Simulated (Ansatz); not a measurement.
Relaxation of ClF2H6HfNOSi (13 atoms, charge 0, multiplicity 1), to a largest force component of 0.03 eV/Å in at most 50 steps.

These are results of Ansatz, RKS PBE/def2-SVP, not measurements.

```xyz
13
Properties=species:S:1:pos:R:3
Hf -0.164 0.000 0.005
O -0.463 -0.262 2.005
Si -1.399 -0.240 3.402
H -2.658 -1.041 3.202
H -0.611 -0.842 4.533
H -1.767 1.176 3.750
F 1.717 0.233 -0.347
F -1.202 1.500 -0.591
N -0.883 -1.593 -1.020
H -0.434 -2.517 -1.051
H -1.763 -1.636 -1.544
Cl 1.351 -3.069 1.456
H 0.776 -2.079 2.153
```

**Question.** Where does it end, and by what steps?

**Answer.** The forces met the threshold. After 24 steps the energy has fallen by 0.751 eV; F8 moved furthest, 1.46 Å. Parted: Cl12–H13 (1.34 → 2.53 Å). Joined: Hf1–Cl12 (3.72 → 2.45 Å), O2–H13 (2.20 → 0.98 Å).

```json
{"step": "0", "energy less start (eV)": "0.0000", "largest force component (eV/Å)": "0.937", "accepted": "yes"}
{"step": "1", "energy less start (eV)": "-0.0701", "largest force component (eV/Å)": "0.255", "accepted": "yes"}
{"step": "2", "energy less start (eV)": "-0.0862", "largest force component (eV/Å)": "0.298", "accepted": "yes"}
{"step": "3", "energy less start (eV)": "-0.0935", "largest force component (eV/Å)": "0.146", "accepted": "yes"}
{"step": "4", "energy less start (eV)": "-0.1030", "largest force component (eV/Å)": "0.126", "accepted": "yes"}
{"step": "5", "energy less start (eV)": "-0.1171", "largest force component (eV/Å)": "0.218", "accepted": "yes"}
{"step": "6", "energy less start (eV)": "-0.1245", "largest force component (eV/Å)": "0.242", "accepted": "yes"}
{"step": "7", "energy less start (eV)": "-0.1357", "largest force component (eV/Å)": "0.212", "accepted": "yes"}
{"step": "8", "energy less start (eV)": "-0.1903", "largest force component (eV/Å)": "0.712", "accepted": "yes"}
{"step": "9", "energy less start (eV)": "-0.3895", "largest force component (eV/Å)": "0.716", "accepted": "yes"}
{"step": "10", "energy less start (eV)": "-0.4907", "largest force component (eV/Å)": "2.275", "accepted": "yes"}
{"step": "11", "energy less start (eV)": "-0.6105", "largest force component (eV/Å)": "0.809", "accepted": "yes"}
{"step": "12", "energy less start (eV)": "-0.6764", "largest force component (eV/Å)": "0.635", "accepted": "yes"}
{"step": "13", "energy less start (eV)": "-0.7054", "largest force component (eV/Å)": "0.331", "accepted": "yes"}
{"step": "14", "energy less start (eV)": "-0.7157", "largest force component (eV/Å)": "0.131", "accepted": "yes"}
{"step": "15", "energy less start (eV)": "-0.7230", "largest force component (eV/Å)": "0.084", "accepted": "yes"}
{"step": "16", "energy less start (eV)": "-0.7332", "largest force component (eV/Å)": "0.175", "accepted": "yes"}
{"step": "17", "energy less start (eV)": "-0.7381", "largest force component (eV/Å)": "0.127", "accepted": "yes"}
{"step": "18", "energy less start (eV)": "-0.7438", "largest force component (eV/Å)": "0.066", "accepted": "yes"}
{"step": "19", "energy less start (eV)": "-0.7468", "largest force component (eV/Å)": "0.080", "accepted": "yes"}
{"step": "20", "energy less start (eV)": "-0.7478", "largest force component (eV/Å)": "0.063", "accepted": "yes"}
{"step": "21", "energy less start (eV)": "-0.7493", "largest force component (eV/Å)": "0.060", "accepted": "yes"}
{"step": "22", "energy less start (eV)": "-0.7503", "largest force component (eV/Å)": "0.044", "accepted": "yes"}
{"step": "23", "energy less start (eV)": "-0.7509", "largest force component (eV/Å)": "0.037", "accepted": "yes"}
{"step": "24", "energy less start (eV)": "-0.7513", "largest force component (eV/Å)": "0.029", "accepted": "yes"}
```

```xyz
13
Properties=species:S:1:pos:R:3
Hf 0.270 -0.600 0.123
O -0.282 -1.005 2.319
Si -1.471 -0.205 3.303
H -2.801 -0.331 2.637
H -1.454 -0.965 4.597
H -1.068 1.214 3.526
F 1.380 0.471 -1.037
F -0.951 0.824 0.682
N -0.929 -1.776 -1.007
H -0.637 -2.650 -1.459
H -1.865 -1.526 -1.346
Cl 2.023 -2.118 0.907
H 0.286 -1.704 2.706
```

Whether the end is a true minimum wasn't checked by a vibrational analysis.

Time of the run: 76 s on 4 threads of Arm Neoverse V2, with other jobs on the host, peak memory 0.24 GiB.
